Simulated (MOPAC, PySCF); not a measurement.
CHNS, SMILES `C(=N)=S`, neutral singlet in the gas phase. 

Cartesian coordinates (Å):
SMILES: N=C=S
```xyz
4

N     -0.7750    -0.3091    -0.0105
C      0.4005    -0.0691    -0.0022
S      1.9599     0.0938     0.0037
H     -1.5855     0.2844     0.0090
```
Charge 0, spin multiplicity 1.

All levels are single points at this geometry (B3LYP-D3(BJ)/def2-TZVP); Pople sets use spherical d functions. Orbital energies aren't observables, and empty levels follow the basis.

```
level                            HOMO (eV)  LUMO (eV)  gap (eV)  dipole (D)  vertical IE, Delta-SCF (eV)
-------------------------------  ---------  ---------  --------  ----------  ---------------------------
B3LYP-D3(BJ)/def2-TZVP in PySCF      -7.33      -1.35      5.98        1.96                            –
PBE-D3(BJ)/def2-TZVP in PySCF        -6.41      -2.01      4.40        1.93                            –
B3LYP/3-21G in PySCF                 -7.10      -0.89      6.21        2.79                            –
B3LYP/6-311+G** in PySCF             -7.40      -1.40      6.00        2.01                            –
B3LYP/6-31G* in PySCF                -7.16      -1.07      6.09        2.29                         9.92
B3LYP/LANL2DZ in PySCF               -7.31      -1.16      6.15        2.47                            –
BP86/6-31G* in PySCF                 -6.35      -1.86      4.49        2.25                            –
M06-2X/6-31G* in PySCF               -8.52       0.06      8.58        2.36                            –
PBE/6-31G* in PySCF                  -6.24      -1.76      4.48        2.26                         9.89
SVWN5/6-31G* in PySCF                -6.36      -1.89      4.48        2.27                        10.11
HF/3-21G in PySCF                   -10.00       2.87     12.87        3.17                            –
HF/STO-3G in PySCF                   -6.67       6.87     13.55        1.87                            –
PM7 in MOPAC                         -9.37      -0.97      8.39        2.66                            –
```
